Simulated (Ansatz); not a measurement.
Relaxation of a periodic cell of 13 atoms, Tl12H (host Tl, host structure hcp, interstitial H), to a largest force component of 0.08 eV/Å in at most 25 steps.

These are results of Ansatz 0.2.0, DFT PBE-D3(BJ), scalar-relativistic, plane waves, PAW, not measurements. Settings: accuracy low, cutoff 420 eV, k mesh 2x2x3, fermi-dirac smearing 0.15 eV, no spin polarisation.

```xyz
13
Lattice="6.9200 0.0000 0.0000 -5.1900 8.9893 0.0000 0.0000 0.0000 5.5325" Properties=species:S:1:pos:R:3
Tl 0.000 0.000 0.000
Tl 0.000 1.998 2.766
Tl -1.730 2.996 0.000
Tl -1.730 4.994 2.766
Tl -3.460 5.993 0.000
Tl -3.460 7.991 2.766
Tl 3.460 0.000 0.000
Tl 3.460 1.998 2.766
Tl 1.730 2.996 0.000
Tl 1.730 4.994 2.766
Tl 0.000 5.993 0.000
Tl 0.000 7.991 2.766
H 0.022 4.025 4.132
```

Problem. Where does it end, and by what steps?

Solution. It converged. The threshold is loose, so the end isn't yet a minimum. Limits of this set-up: coarse k mesh, odd electron count without spin, low accuracy level. After 4 steps the energy has fallen by 0.055 eV; Tl5 moved furthest, 0.14 Å.

```
step  energy less start (eV)  largest force component (eV/Å)  accepted
   0                  0.0000                           0.197       yes
   1                 -0.0407                           0.094       yes
   2                 -0.0472                           0.094       yes
   3                 -0.0433                           0.099        no
   4                 -0.0547                           0.028       yes
```

```xyz
13
Lattice="6.9200 0.0000 0.0000 -5.1900 8.9893 0.0000 0.0000 0.0000 5.5325" Properties=species:S:1:pos:R:3
Tl -0.075 0.054 -0.053
Tl 0.066 1.931 2.720
Tl -1.779 3.044 0.045
Tl -1.731 5.021 2.750
Tl -3.559 6.029 -0.097
Tl -3.405 7.978 2.733
Tl 3.408 0.015 0.031
Tl 3.559 1.965 2.861
Tl 1.731 2.970 0.017
Tl 1.783 4.948 2.719
Tl -0.069 6.059 0.050
Tl 0.078 7.936 2.820
H 0.014 4.017 4.134
```

The run took 35 s on 2 threads of Arm Neoverse V2 (shared host), peak memory 0.69 GiB.
